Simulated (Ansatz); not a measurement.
```yaml
crystal:
  periodic: [false, false, false]
  atoms:
    - {symbol: C, position_ang: [-1.002957, -1.242263, 0.284125]}
    - {symbol: C, position_ang: [-0.153502, -0.312327, 1.073863]}
    - {symbol: Cl, position_ang: [-0.245574, -0.608486, 2.789072]}
    - {symbol: C, position_ang: [0.619879, 0.663216, 0.607349]}
    - {symbol: Si, position_ang: [0.797577, 1.072295, -1.200088]}
    - {symbol: H, position_ang: [-2.049712, -1.150209, 0.584228]}
    - {symbol: H, position_ang: [-0.925231, -1.035543, -0.784620]}
    - {symbol: H, position_ang: [-0.703559, -2.278022, 0.462879]}
    - {symbol: H, position_ang: [1.178660, 1.253562, 1.327254]}
    - {symbol: h, position_ang: [-0.505554, 1.467499, -1.800861]}
    - {symbol: H, position_ang: [1.316984, -0.088298, -1.973628]}
    - {symbol: H, position_ang: [1.749988, 2.203479, -1.335574]}
basis:
  gaussian: {orbitals: def2-mTZVPP}
total_charge: 1
magnetization: {spin_polarized: true, initial_magnetization: 1}
hamiltonian: {xc: {name: B3LYP5}}
accuracy: high
output: {forces: true}
```

```sh
$ ansatz run in.yaml --threads 4 --pin off --events-out ev --progress --plain --max-ram 10444MiB
```

It prints (some lines left out):

```
Error: YAML parse error: error: line 13 column 16: `h` is not an element symbol (H … Og, case-exact)
11 |     - {symbol: H, position_ang: [-0.703559, -2.278022, 0.462879]}
12 |     - {symbol: H, position_ang: [1.178660, 1.253562, 1.327254]}
13 |     - {symbol: h, position_ang: [-0.505554, 1.467499, -1.800861]}
14 |     - {symbol: H, position_ang: [1.316984, -0.088298, -1.973628]}
15 |     - {symbol: H, position_ang: [1.749988, 2.203479, -1.335574]}
```

What is wrong with this run?

An element symbol is wrong. The input was rejected before any iteration.

B3LYP here is the variant with VWN-RPA as its local correlation; programs differ in this.
